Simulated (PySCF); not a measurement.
# EPR parameters of C7H9O

Compound: C7H9O (doublet state).
Z-matrix (Å and degrees, GFN2-xTB geometry), rows numbered from 1:
```
C 
C   1  1.3181
C   2  1.5212  1  134.25
C   3  1.5054  2   85.65  1  -179.36
C   4  1.4779  3  130.69  2   177.45
O   5  1.4064  4  114.42  3  -169.03
C   4  1.4077  3   93.44  2    -0.52
C   7  1.3604  2  132.78  1    -1.49
H   1  1.0769  2  121.52  3   179.64
H   1  1.0774  2  121.75  3    -0.32
H   3  1.0930  2  115.29  1   -62.83
H   3  1.0925  2  114.95  1    64.29
H   5  1.1000  4  110.51  3    72.01
H   5  1.1074  4  109.04  3   -44.89
H   6  0.9638  5  108.43  4    45.88
H   8  1.0752  7  121.86  2  -177.25
H   8  1.0748  7  120.47  2     0.49
```

The hyperfine couplings belong to this conformer and change with its torsions.

The species is `C=C1C[C](CO)C1=C` [radical].

Computed with UKS B3LYP, pcH-1 on C H O, non-relativistic, mean-field spin-orbit, GIAO (PySCF 2.14.0). Isolated species at its GFN2-xTB geometry (one conformer only). A GFN2-xTB geometry isn't a minimum of the functional, and hyperfine couplings can be far from their values at a DFT geometry. No stability test was run, so a lower SCF solution isn't excluded. ⟨S²⟩ is 0.781 where a pure state has 0.75.

* g1, g2, g3: 2.00218, 2.00277, 2.00291
* g_iso: 2.00262
* Form of g: rhombic: the two nearest values differ by 20 % of g3 − g1
* ⟨S²⟩: 0.7811 (exact 0.7500)
* α and β electrons: 30, 29
* HOMO–LUMO gap, α and β orbitals: 4.72, 4.25 eV
* Total energy: -347.29267 Eh

Isotropic coupling and dipolar principal values T1 to T3, in MHz:

```json
{"atom": "C1", "isotope": "13C", "a_iso": "-6.6", "T1": "-10.8", "T2": "4.9", "T3": "5.9", "Mulliken spin population": "-0.07"}
{"atom": "C2", "isotope": "13C", "a_iso": "12.1", "T1": "-3.0", "T2": "-2.1", "T3": "5.1", "Mulliken spin population": "0.05"}
{"atom": "C3", "isotope": "13C", "a_iso": "-23.9", "T1": "-1.8", "T2": "0.4", "T3": "1.5", "Mulliken spin population": "-0.06"}
{"atom": "C4", "isotope": "13C", "a_iso": "63.4", "T1": "-52.2", "T2": "-50.1", "T3": "102.4", "Mulliken spin population": "0.62"}
{"atom": "C5", "isotope": "13C", "a_iso": "-22.2", "T1": "-1.1", "T2": "0.0", "T3": "1.1", "Mulliken spin population": "-0.05"}
{"atom": "O6", "isotope": "17O", "a_iso": "-1.5", "T1": "-1.2", "T2": "0.3", "T3": "0.9", "Mulliken spin population": "0.00"}
{"atom": "C7", "isotope": "13C", "a_iso": "-48.5", "T1": "-25.9", "T2": "8.5", "T3": "17.4", "Mulliken spin population": "-0.25"}
{"atom": "C8", "isotope": "13C", "a_iso": "51.0", "T1": "-49.7", "T2": "-48.4", "T3": "98.1", "Mulliken spin population": "0.67"}
{"atom": "H9", "isotope": "1H", "a_iso": "4.4", "T1": "-3.2", "T2": "-1.4", "T3": "4.6", "Mulliken spin population": "0.00"}
{"atom": "H10", "isotope": "1H", "a_iso": "4.7", "T1": "-1.9", "T2": "-1.0", "T3": "2.9", "Mulliken spin population": "0.00"}
{"atom": "H11", "isotope": "1H", "a_iso": "74.0", "T1": "-2.8", "T2": "-2.5", "T3": "5.4", "Mulliken spin population": "0.03"}
{"atom": "H12", "isotope": "1H", "a_iso": "75.6", "T1": "-2.9", "T2": "-2.6", "T3": "5.5", "Mulliken spin population": "0.03"}
{"atom": "H13", "isotope": "1H", "a_iso": "82.1", "T1": "-3.5", "T2": "-2.2", "T3": "5.7", "Mulliken spin population": "0.03"}
{"atom": "H14", "isotope": "1H", "a_iso": "59.2", "T1": "-3.1", "T2": "-2.9", "T3": "6.1", "Mulliken spin population": "0.03"}
{"atom": "H15", "isotope": "1H", "a_iso": "0.0", "T1": "-3.3", "T2": "-1.0", "T3": "4.3", "Mulliken spin population": "0.00"}
{"atom": "H16", "isotope": "1H", "a_iso": "-39.3", "T1": "-21.7", "T2": "-1.1", "T3": "22.8", "Mulliken spin population": "-0.03"}
{"atom": "H17", "isotope": "1H", "a_iso": "-40.6", "T1": "-24.2", "T2": "-0.3", "T3": "24.5", "Mulliken spin population": "-0.03"}
```

The largest Mulliken spin populations are on C8 (+0.67), C4 (+0.62), C7 (-0.25) and C1 (-0.07). The positive populations add up to 1.48 and the negative ones to -0.48, together 2S = 1. The angles at C8 add up to 360.0°, so it is planar; its axial dipolar tensor and the negative couplings of its protons fit spin in a p orbital normal to that plane.

Axes: g2 points within 12° of the C8–H16 bond.

Under fast tumbling the dipolar parts average out, and these isotropic splittings remain: 2 × 1H (H11/H12, I = 1/2, 3 lines) with 2.67 mT, 2 × 1H (H13/H14, I = 1/2, 3 lines) with 2.52 mT, 1 × 1H (H17, I = 1/2, 2 lines) with 1.45 mT, 1 × 1H (H16, I = 1/2, 2 lines) with 1.40 mT, 1 × 1H (H10, I = 1/2, 2 lines) with 0.17 mT and 1 × 1H (H9, I = 1/2, 2 lines) with 0.16 mT.

Means are taken over nuclei equivalent by connectivity, which assumes that they swap fast. The 1H value of +70.6 MHz is a mean of couplings from 59.2 to 82.1 MHz in this one geometry, not an average over conformers.

The 13C coupling of C4 (63.4 MHz) shows only in satellite lines or after enrichment, since that isotope makes up about 1.07 % of natural carbon.

β density exceeds α density at some nuclei, such as C7 (-0.0431), C3 (-0.0212) and C5 (-0.0197), spin density in bohr⁻³. In a single determinant that takes different orbitals for the two spins, that is spin polarisation.
